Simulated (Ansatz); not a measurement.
Basis-set extrapolation for C₂H₈B₂FN, SMILES `BN(C)B(C)F` (PBE0-D4/def2-TZVP geometry, frozen core, Ansatz). Multiplicity 1, RHF reference.

|  | def2-TZVPP | def2-QZVPP |
| --- | --- | --- |
| HF | -283.903715 | -283.917030 |
| MP2 correlation | -1.005973 | -1.079467 |
| CCSD(T) correlation | -1.092514 | not run |

Energies in hartree. Use E(X) = E(∞) + A·exp(−7.88·√X) for Hartree–Fock and E(X) = E(∞) + B·X^(−2.97) for correlation, with X = 3 and 4, and add CCSD(T) minus MP2 of the smaller set to the MP2 limit.

What is the CCSD(T) energy at the basis-set limit?

HF limit: -283.917030 + (-0.013315) × 0.13774 = -283.91886. MP2 limit: -1.079467 + (-0.073494) × 0.74074 = -1.13391. Higher-order term: -1.092514 − (-1.005973) = -0.08654. Total: -285.13931 hartree, 375.7 kJ/mol below CCSD(T)/def2-TZVPP.
